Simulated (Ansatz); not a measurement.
Start from `[CH3][Sn]([F])([F])[Cl]` and change one atom or group to get `[CH3][Sn]([CH3])([F])[Cl]`.

Ansatz, PBE0-D4/def2-TZVP geometries, multiplicity 1. 

Elements past krypton have def2 core potentials.

```tsv
property	`[CH3][Sn]([F])([F])[Cl]`
HOMO energy (PBE0/def2-TZVPP) / eV	-9.51
HOMO energy (ωB97M-V/def2-TZVPP) / eV	-11.75
size of the dipole moment (PBE/def2-TZVPP) / D	4.06
LUMO energy (PBE0/def2-TZVPP) / eV	-1.83
HOMO–LUMO gap (B3LYP/def2-TZVPP) / eV	7.06
HOMO–LUMO gap (PBE0/def2-TZVPP) / eV	7.68
```

(1) What does the change do to each property? (An estimate is asked.)

Results:

(1) Ansatz gave: 
```tsv
property	`[CH3][Sn]([CH3])([F])[Cl]`	shift
HOMO energy (PBE0/def2-TZVPP) / eV	-8.44	1.07
HOMO energy (ωB97M-V/def2-TZVPP) / eV	-10.62	1.13
size of the dipole moment (PBE/def2-TZVPP) / D	3.91	-0.15
LUMO energy (PBE0/def2-TZVPP) / eV	-0.61	1.22
HOMO–LUMO gap (B3LYP/def2-TZVPP) / eV	7.24	0.18
HOMO–LUMO gap (PBE0/def2-TZVPP) / eV	7.83	0.15
```

With PBE0 the HOMO rises by 1.07 eV and the LUMO rises by 1.22 eV, so the gap widens by about 0.15 eV. PBE moves the HOMO by 0.95 eV and ωB97M-V by 1.13 eV. Dipoles are sizes alone; their direction can turn.

B3LYP here is the variant with VWN-RPA as its local correlation; programs differ in this.
